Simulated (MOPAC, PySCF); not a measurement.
Molecule: RbF (charge 0, singlet). SMILES: [F][Rb]
Coordinates optimised at B3LYP-D3(BJ)/def2-TZVP (Ansatz):
```
Rb
F 1 2.3553
```
Charge 0, spin multiplicity 1.

Unscaled harmonic wavenumbers (cm⁻¹) in rising order, each level at the stationary point that it reaches from this structure (no distance between atoms moves by over 0.3 Å); the order of modes can differ between levels, and a negative number is imaginary. B3LYP-D3(BJ)/def2-TZVP (PySCF, at the structure above): 364.

AM1 (MOPAC): 418. Zero-point energy 0.6 against 0.5 kcal/mol.

PM6 (MOPAC): 445. Zero-point energy 0.6 against 0.5 kcal/mol.
